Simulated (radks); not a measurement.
The numbers below are computed, except where a source is named.
Q: These are the eigenvalues of the occupied orbitals of an atom or ion with whole-number occupations (eV). Code: a radial shooting solver on a logarithmic mesh with Libxc functionals. Model: Dirac Kohn-Sham, exchange-only PBE, spin-unpolarised, spherical densities, finite nucleus; Fermi nuclear charge, rms radius of each element as measured or else 0.836 A^(1/3) + 0.57 fm.

orbital  eigenvalue
1s1/2     -25799.82
2s1/2     -5111.469
2p1/2     -4873.691
2p3/2     -4710.325
3s1/2     -1941.244
3p1/2     -1856.566
3p3/2     -1817.517

Which element is it, and in what charge state? The configuration may be excited. Open shells, if any, fill j = l - 1/2 first.

A: Z = 46, palladium, charge +31: Pd31+ in [Ne] 3s2 3p3. The list shows which subshells hold electrons but not how many an open one holds; the 1s level, -948.13 hartree, gives Z - s = 43.5 by -(Z - s)^2/2, which with screening and relativity narrows Z to a few neighbours, and the depths of the outer levels then fix element, charge and occupations together.
